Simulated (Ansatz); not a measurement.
Species: bromo(dichloro)borane, sum formula BBrCl$_{2}$, net charge 0, singlet state. SMILES: ClB(Cl)Br
Structure (B3LYP-D3(BJ)/def2-TZVP (Ansatz, a program for electronic structure) minimum search):
```xyz
4

B     -0.5043     0.0325     0.0028
Cl    -1.4687    -1.4185     0.0298
Cl    -1.2747     1.5953    -0.0144
Br     1.4046    -0.0905    -0.0079
```
Charge 0, spin multiplicity 1.

Computed values are from Ansatz. Cores are frozen in the correlated levels unless marked. UHF or UKS for open shells. No spin-orbit coupling. Frozen are the shells of the preceding noble gas and the d and f shells that filled before the atom's block. Non-relativistic. CBS(X,Y): correlation extrapolated as X^-3; Hartree-Fock from the larger set. The bracket is a focal-point correction in the basis named.

```
Quantity                                                                                                         Value
-------------------------------------------  -------------------------------------------------------------------------
atomisation energy De                                           306.6 kcal/mol at CCSD(T)/CBS(def2-TZVPPD,def2-QZVPPD)
vertical ionisation energy (to the doublet)  11.28 eV at RI-MP2/CBS(def2-TZVPPD,def2-QZVPPD)+[CCSD(T)-MP2]/def2-TZVPPD
vertical triplet-singlet gap                  5.63 eV at RI-MP2/CBS(def2-TZVPPD,def2-QZVPPD)+[CCSD(T)-MP2]/def2-TZVPPD
total energy                                                     -3517.1403 Eh at CCSD(T)/CBS(def2-TZVPPD,def2-QZVPPD)
dipole moment                                                                              0.01 D at CCSD(T)/def2-SVPD
T1 diagnostic                                                                                0.011 at CCSD/def2-QZVPPD
```
